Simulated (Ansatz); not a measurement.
Geometry optimisation, RKS B3LYP-D4/def2-SVP (Ansatz 0.2.0).

input.yaml

```yaml
crystal:
  periodic: [false, false, false]
  atoms:
    - { symbol: S, position_ang: [-0.3571, 1.3537, 0.4658] }
    - { symbol: B, position_ang: [-0.0886, -0.4381, 0.1826] }
    - { symbol: Cl, position_ang: [-1.24457, -1.33616, -0.88613] }
    - { symbol: Br, position_ang: [1.35014, -1.4256, 1.04716] }
    - { symbol: H, position_ang: [0.3946, 1.7442, -0.6677] }
basis:
  gaussian: { orbitals: def2-SVP }
hamiltonian:
  xc: b3lyp
  dispersion: d4
relax:
  f_tol: 0.015
  max_steps: 40
```

Run as:

```bash
$ ansatz run input.yaml --threads 1 --pin off --max-ram 2048MiB --backend cpu --events-out ev --progress --plain --runs-dir out
```

Question: Where does it end, and by what steps?

Answer: The run converged. After 8 steps the energy has fallen by 0.655 eV; H5 moved furthest, 0.89 Å.

| step | energy less start (eV) | largest force component (eV/Å) | accepted |
| --- | --- | --- | --- |
| 0 | 0.0000 | 1.016 | yes |
| 1 | -0.0809 | 0.598 | yes |
| 2 | -0.1417 | 0.419 | yes |
| 3 | -0.1965 | 1.383 | yes |
| 4 | -0.3206 | 1.887 | yes |
| 5 | -0.5702 | 0.715 | yes |
| 6 | -0.6512 | 0.164 | yes |
| 7 | -0.6546 | 0.035 | yes |
| 8 | -0.6547 | 0.003 | yes |

```xyz
5
Properties=species:S:1:pos:R:3
S 0.331 1.334 0.353
B 0.101 -0.435 0.155
Cl -0.946 -1.131 -1.075
Br 1.059 -1.585 1.363
H -0.490 1.715 -0.654
```

Whether the end is a true minimum wasn't checked by a vibrational analysis.

Run time: 37 s on 1 thread of Arm Neoverse V2, on a shared host, peak memory 0.18 GiB.
